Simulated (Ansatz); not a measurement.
C₆H₁₆GeO₂⁺, that is Ge(OEt)2Me2 with one electron fewer. The state is a doublet with charge 1. Geometry PBE-D4/def2-SVP, that of the neutral singlet.

```xyz
25

Ge    0.4358   -1.0050   -0.0568
O    -0.9459   -0.9891    1.0949
C    -1.9752   -0.0187    0.9464
C    -2.8513   -0.0363    2.1894
H    -1.5397    0.9984    0.7999
H    -2.5992   -0.2350    0.0427
H    -3.6766    0.6998    2.1038
H    -3.2926   -1.0423    2.3400
H    -2.2510    0.2105    3.0880
O     1.0995    0.6760    0.0396
C     1.5857    1.3960   -1.0794
C     1.5039    2.8884   -0.7872
H     2.6473    1.1154   -1.2969
H     1.0073    1.1660   -2.0086
H     1.9210    3.4810   -1.6273
H     0.4508    3.1980   -0.6259
H     2.0741    3.1320    0.1324
C    -0.1797   -1.3851   -1.8824
H     0.6701   -1.4315   -2.5913
H    -0.8892   -0.6081   -2.2280
H    -0.6982   -2.3639   -1.8875
C     1.6943   -2.2783    0.7081
H     1.2226   -3.2765    0.7895
H     1.9854   -1.9354    1.7191
H     2.6008   -2.3564    0.0774
```

At PBE-D4/def2-TZVP the gap within one spin of the charge 1 doublet nearly closes, so an electron or hole may be smeared out by delocalisation error.

(1) Estimate the α-spin orbital energies around the gap (eV) in Ansatz with PBE-D4/def2-TZVP, PBE0-D4/def2-TZVP.

Results:

(1) 
```
orbital  PBE-D4/def2-TZVP  PBE0-D4/def2-TZVP
 HOMO−5            -12.78             -14.28
 HOMO−4            -12.30             -13.71
 HOMO−3            -11.93             -13.48
 HOMO−2            -11.89             -13.45
 HOMO−1            -11.51             -13.14
   HOMO            -11.50             -13.06
   LUMO             -4.63              -3.65
 LUMO+1             -3.98              -3.06
 LUMO+2             -3.68              -2.82
 LUMO+3             -3.28              -2.44
 LUMO+4             -2.79              -1.95
 LUMO+5             -2.74              -1.87
 β HOMO            -11.05             -12.02
 β LUMO            -10.94             -10.67
```
